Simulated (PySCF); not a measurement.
C2H12GeO5Si2, SMILES C[Si](C)([O][GeH3])O[Si](O)(O)O, singlet, GFN2-xTB optimised geometry.

```
22

Si    -2.24     0.47     0.00
O     -2.80    -0.23    -1.34
O     -2.78    -0.33     1.29
O     -2.74     2.01     0.00
O     -0.60     0.47     0.00
Si     0.50    -0.67     0.31
C      0.83    -1.74    -1.23
C      2.05     0.18     1.00
O     -0.16    -1.63     1.47
Ge     0.44    -2.80     2.60
H     -2.80     0.27    -2.15
H     -2.22    -1.05     1.58
H     -2.53     2.57     0.75
H      1.49    -2.57    -1.00
H      1.28    -1.15    -2.03
H     -0.10    -2.15    -1.61
H      2.51     0.84     0.27
H      2.78    -0.56     1.29
H      1.81     0.78     1.87
H      1.28    -2.09     3.61
H      1.25    -3.82     1.85
H     -0.81    -3.38     3.18
```

Density from CAM-B3LYP/def2-SVP (PySCF) at that geometry.

Minimum of the electron density along straight lines between bonded atoms, close to the bond critical point (lines longer than 1.1 times the sum of covalent radii, or with two minima, are not listed):

```
bond      length / Å  ρ at the minimum / e bohr⁻³  ∇²ρ there / e bohr⁻⁵  position (fraction from the first atom)
--------  ----------  ---------------------------  --------------------  ---------------------------------------
Si1–O2         1.617                        0.135                  1.13                                     0.41
Si1–O3         1.614                        0.137                  1.15                                     0.41
Si1–O4         1.618                        0.135                  1.13                                     0.41
Si1–O5         1.643                        0.123                  1.02                                     0.41
O5–Si6         1.616                        0.131                  1.11                                     0.59
Si6–C7         1.898                        0.115                  0.32                                     0.38
Si6–C8         1.895                        0.115                  0.33                                     0.38
Si6–O9         1.650                        0.121                  0.99                                     0.41
O9–Ge10        1.734                        0.146                  0.83                                     0.53
O2–H11         0.953                        0.354                 -2.49                                     0.82
O3–H12         0.958                        0.347                 -2.54                                     0.82
O4–H13         0.953                        0.354                 -2.49                                     0.82
C7–H14         1.086                        0.271                 -0.97                                     0.62
C7–H15         1.085                        0.272                 -0.98                                     0.63
C7–H16         1.087                        0.272                 -0.99                                     0.63
C8–H17         1.084                        0.273                 -0.99                                     0.63
C8–H18         1.087                        0.271                 -0.97                                     0.62
C8–H19         1.086                        0.272                 -0.98                                     0.63
Ge10–H20       1.500                        0.143                  0.07                                     0.59
Ge10–H21       1.501                        0.143                  0.07                                     0.59
Ge10–H22       1.496                        0.144                  0.07                                     0.59
```
